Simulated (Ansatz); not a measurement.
Cl2Zn (SMILES [Cl][Zn][Cl]) moved off its minimum; all values from Ansatz (a first-principles code), cores frozen in correlated methods.
(charge 0, multiplicity 1)
```xyz
3

Zn     0.06985    -0.02284    -0.07823
Cl     0.00428    -0.00955    -2.13980
Cl    -0.07081     0.00437     2.06428
```

Problem. Give the forces (eV/Å), the total energy and the dipole at CCSD(T)/def2-TZVPPD.

Solution. 
```json
[
 {"atom": "Zn1", "Fx": "-0.162", "Fy": "0.031", "Fz": "1.277"},
 {"atom": "Cl2", "Fx": "0.049", "Fy": "-0.009", "Fz": "-0.516"},
 {"atom": "Cl3", "Fx": "0.113", "Fy": "-0.022", "Fz": "-0.761"}
]
```
Energy -2697.8393 hartree, dipole 0.50 D.
